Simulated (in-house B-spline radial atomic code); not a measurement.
Sc¹¹⁺. Computed with a B-spline radial atomic code. Model: all-electron spherical atom, spin shells full or empty, radial basis limit, no spin-orbit coupling: exact exchange with a local potential (Slater, KLI or optimised effective potential, whose far tail is KLI's), no correlation.

Exchange potential has not reached -1/r at the last radius.

The run also made RPA and GW results, which its time includes.

The Slater potential averages the orbital exchange potentials with the orbital densities as weights, KLI adds orbital constants, and the optimised effective potential minimises the exact-exchange energy among local potentials. So their energies lie above Hartree-Fock in the order OEP, KLI, Slater. All fall off as −1/r, unlike LDA and GGA exchange.

Command:
```bash
python run_gw.py task.json out
```
Settings (lengths in bohr, energies in hartree):
```
Z                      21
electrons              10
configuration          [He] 2s2 2p6
hamiltonian            nr
method                 slater
lmax                   9
spin_polarised         False
box_radius             6.2
intervals              64
```

Time taken, with all properties: 1.3 s on 1 thread of Intel(R) Xeon(R) Platinum 8375C CPU @ 2.90GHz (Ice Lake) (shared host).

Given: hamiltonian non-relativistic; mean-field start Slater potential.

Computed: energy above Hartree-Fock 40.541 millihartree; virial ratio -E/T less 1 -0.010756.

```tsv
radius (bohr)	r times exchange potential (hartree bohr)
0.00238	-0.050619
0.00282	-0.059938
0.00333	-0.070717
0.00395	-0.083782
0.00467	-0.098892
0.00553	-0.11684
0.00654	-0.13777
0.00774	-0.16237
0.00916	?
0.0108	-0.22366
0.0128	-0.26242
0.0152	-0.30742
0.018	-0.35771
0.0213	-0.41373
0.0252	-0.47529
0.0298	-0.54136
0.0353	-0.61127
0.0418	-0.68171
0.0494	-0.74856
0.0585	-0.80875
0.0692	-0.85509
0.0819	-0.88118
0.0969	-0.88308
0.115	-0.87135
0.136	-0.87921
0.161	-0.93592
0.19	-1.0356
0.225	-1.157
0.266	-1.2706
0.315	?
0.373	-1.4035
0.442	-1.4075
0.523	-1.3783
0.619	-1.3303
0.732	-1.2775
0.866	-1.2279
1.03	-1.1838
```

(1) What belongs in the row 0.00916?

(2) What belongs in the row 0.315?

```csv
occupied,level (hartree),Hartree-Fock level (hartree)
1s,-174.83,-176.17
2s,-28.436,-28.605
2p,-25.585,-25.296
```

```tsv
empty	level (hartree)
3s	-10.594
3p	-9.7761
3d	?
4s	-5.5173
4p	-5.1941
4d	-4.7699
4f	-4.6266
```

(3) What belongs in the row 3d?

Answers

(1) r times exchange potential (hartree bohr): -0.19109.

(2) r times exchange potential (hartree bohr): -1.3573.

(3) level (hartree): -8.6469.

The highest level, 2p, differs from Hartree-Fock by -7.9 eV and the deepest, 1s, by +36.4 eV: the Slater potential lacks the response part and is deeper than the optimised one throughout, so the top level comes too deep.
